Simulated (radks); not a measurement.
The numbers below are computed, except where a source is named.
Species: Te2+. Configuration: [Kr] 4d10 5p4 (not the ground configuration). Level of theory: Dirac Kohn-Sham, LDA (Slater exchange, Perdew-Wang correlation), spin-unpolarised, spherical densities, finite nucleus; open shells are shared between the two j in proportion to 2j + 1; Fermi nuclear charge, rms radius 4.7423 fm (a radial shooting solver on a logarithmic mesh with Libxc functionals).

Normalised radial functions P(r) = r R(r) (large component), r in bohr:

r,4p1/2,4p3/2,5p3/2
0.0009656,0.0029,0.0007,0.0003
0.001476,0.0049,0.0017,0.0006
0.002273,0.0087,0.0039,0.0013
0.003473,0.0160,0.0086,0.0030
0.005307,0.0299,0.0189,0.0065
0.008109,0.0566,0.0403,0.0139
0.01249,0.1071,0.0838,0.0289
0.01909,0.1922,0.1617,0.0558
0.02917,0.3169,0.2827,0.0975
0.04493,0.4483,0.4227,0.1456
0.06865,0.4581,0.4626,0.1586
0.1049,0.1623,0.2122,0.0705
0.1603,-0.4243,-0.3575,-0.1266
0.2469,-0.7087,-0.7068,-0.2373
0.3773,0.0151,-0.0771,0.0033
0.5765,1.0981,1.0194,0.3519
0.8881,1.1444,1.1646,0.1652
1.357,0.4543,0.4992,-0.4591
2.074,0.0675,0.0817,-0.7561
3.169,0.0027,0.0038,-0.4718
4.881,0.0000,0.0000,-0.1101
7.458,0.0000,0.0000,-0.0073

4p1/2: eigenvalue -143.13 eV, 2 radial nodes at r = 0.119, 0.375 bohr, <r> = 0.801 bohr, 90 % of the charge inside 1.17 bohr. 4p3/2: eigenvalue -133.31 eV, 2 radial nodes at r = 0.125, 0.389 bohr, <r> = 0.829 bohr, 90 % of the charge inside 1.22 bohr. 5p3/2: eigenvalue -23.469 eV, 3 radial nodes at r = 0.124, 0.376, 1.00 bohr, <r> = 2.31 bohr, 90 % of the charge inside 3.37 bohr.
